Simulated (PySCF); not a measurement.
**Correlation energy of Fe³⁺ (iron, charge +3)**

[Ar] 3d5, high-spin 6S determinant. Calculation: PySCF 2.14, in def2-TZVPPD; the non-relativistic Hamiltonian (point nucleus). Frozen: [Ne]; 13 electrons correlated.

| level | correlation energy (mhartree) |
| --- | --- |
| CCSD | -371.98 |
| (T) | -5.29 |
| CCSD(T) | -377.27 |

Diagnostics: T1 = 0.0039, D1 = 0.0081, largest double amplitude 0.027.

Is a single reference adequate?

Yes: T1 lies below 0.03 and no double amplitude reaches 0.07.

This basis was not built for core-valence correlation, so the inner-shell part is incomplete.
